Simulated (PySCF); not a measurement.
Compound: C₄H₁₂O₂Si.
Bonds: C1–O2, O2–Si3, Si3–C4, Si3–C5, Si3–O6, O6–C7. Hydrogens: H8, H9, H10 on C1; H11, H12, H13 on C4; H14, H15, H16 on C5; H17, H18, H19 on C7.

Structure optimised with GFN2-xTB, isolated species.

Problem. What internal coordinates does the optimisation give?

Solution. 
| bond | length (Å) |
| --- | --- |
| C1–O2, O6–C7 | 1.399 |
| O2–Si3 | 1.624 |
| Si3–C4 | 1.896 |
| Si3–C5 | 1.911 |
| Si3–O6 | 1.639 |
| C1–H8 and 5 like bonds | 1.092 |
| C4–H11 and 5 like bonds | 1.086 |

Bonds in one row agree within 0.01 Å and their mean is given. A selection of angles:
| angle | degrees |
| --- | --- |
| O2–C1–H8 | 110.4 |
| O2–C1–H9 | 110.9 |
| O2–C1–H10 | 107.7 |
| H8–C1–H9 | 109.0 |
| C1–O2–Si3 | 128.0 |
| O2–Si3–C4 | 104.1 |
| O2–Si3–C5 | 113.3 |
| O2–Si3–O6 | 104.7 |
| C4–Si3–C5 | 110.9 |
| C5–Si3–O6 | 110.3 |
| Si3–C4–H11 | 111.3 |
| H11–C4–H12 | 107.8 |
| Si3–O6–C7 | 129.1 |

Dihedral angles: C1–O2–Si3–C4 172° (antiperiplanar); O2–Si3–O6–C7 178° (antiperiplanar). The mirror-image conformer, all signs reversed, is as good.

Of the pairs four or more bonds apart, O6···H9 is among the closest relative to their van der Waals radii: 2.78 Å, 102 % of the sum of Bondi's values. O2 (silyl ether oxygen) is bent (angle 128.0°). Si3 (oxygen-bound silicon) is distorted tetrahedral (angles from 104.1° to 113.4°).

Point group: C1 (no symmetry element, even within 0.4 Å). Not checked by GFN2-xTB frequencies. One conformer, not necessarily the lowest.

These are computed values.
